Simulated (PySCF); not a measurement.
Species: C2H5N3Sn.
Bonds: Sn1–N2, N2–N3 (aromatic), N3–C4 (aromatic), C4–C5 (aromatic), C5–N6 (aromatic), N2–N6 (aromatic). Hydrogens: H7, H8, H9 on Sn1; H10 on C4; H11 on C5.

Theory: PBE0-D3(BJ)/def2-SVP geometry optimisation, gas phase, def2 core potentials past Kr (PySCF).

**Question.** How far are the bound atoms from Sn1?

**Answer.** 4 atoms: H9 1.701 Å, H7 1.702 Å, H8 1.706 Å, N2 2.090 Å. The nearest atom not counted as bound is N6, at 3.01 Å (others tie with it).

**Question.** List the angles at Sn1.

**Answer.** 
```
    angle  degrees  distance of the outer atoms (Å)
H7–Sn1–H9    114.2                             2.86
H8–Sn1–H9    113.1                             2.84
H7–Sn1–H8    113.1                             2.84
N2–Sn1–H8    105.6                             3.03
N2–Sn1–H7    104.8                             3.01
N2–Sn1–H9    104.8                             3.01
```

**Question.** What is the shape at Sn1?

**Answer.** Distorted tetrahedral: angles from 104.8° to 114.2°; τ4 = (360° − α − β)/141° = 0.94 with α and β the two widest (0 for a square, 1 for a tetrahedron).

**Question.** What are the other bond lengths?

**Answer.** N2–N3, N2–N6 1.322 Å; N3–C4, C5–N6 1.329 Å; C4–C5 1.405 Å; C4–H10, C5–H11 1.088 Å.

**Question.** Give some angles away from the centre.

**Answer.** Sn1–N2–N3 122.4°, N3–N2–N6 115.1°, N2–N3–C4 104.4°, N3–C4–C5 108.1°.

**Question.** What are the rotational constants (commonest isotopes, rigid rotor)?

**Answer.** A = 8582, B = 1031, C = 934.0 MHz: a near-prolate asymmetric top.

Point group: Cs (every atom within 0.08 Å of its image). Charge 0, singlet. Stationary, but not proved a minimum.
